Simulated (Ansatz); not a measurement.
**Question.** Name a neutral molecule of C, N and H with LUMO energy (B3LYP/def2-TZVPP) between -1.05 and -0.75 eV and HOMO energy (B3LYP/def2-TZVPP) between -7.00 and -6.70 eV (Ansatz, PBE0-D4/def2-TZVP geometry).

**Answer.** `CC(C)(C)c1cccnc1` (-0.83 eV, -6.97 eV); `N#Cc1ccc[nH]1` (-1.00 eV, -6.71 eV). Other molecules can fit too; these were computed, each in one conformer that needn't be the lowest.

B3LYP here is the variant with VWN-RPA as its local correlation; programs differ in this.
